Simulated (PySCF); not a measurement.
## Hf (hafnium, neutral): UHF calculation

Configuration: [Xe] 4f14 5d2 6s1 6p1, one real determinant (an excited configuration). Computed with PySCF 2.14 in aug-cc-pwCVTZ-PP with ECP60MDF, with scalar relativity through the core potential.

```
Total energy                                                  : -47.904929 hartree
One-electron energy                                           : -79.0031 hartree
Hartree (Coulomb) energy                                      : 36.5242 hartree
Exchange energy                                               : -5.4261 hartree
⟨S²⟩                                                          : 6.0044
⟨L²⟩                                                          : 14.065
Sum of ⟨r⟩                                                    : 23.53 bohr
Sum of ⟨r²⟩                                                   : 68.18 bohr²
Traceless quadrupole moment −½Σ⟨3z² − r²⟩ along its main axis : -11.4 e·bohr²
Time after the integrals                                      : roughly 7 core-seconds
```

```tsv
shell	electrons	mean orbital energy (hartree)	spread (hartree)	rms radius, mean of both spins (bohr)
5s α	1	-2.98899	0	1.23
5s β	1	-2.92293	0	1.23
5p α	3	-1.67439	0.00349	1.45
5p β	3	-1.57639	0.01048	1.45
6s α	1	-0.33332	0	3.74
5d α	2	-0.31925	0.00464	2.60
6p α	1	-0.17070	0	5.00
```

⟨L²⟩ = 14.07 against 20 for a pure G term, so this real determinant mixes terms. Energies and moments cover only the electrons outside the core potential. Spin-orbit coupling, absent here, splits the open shell strongly.
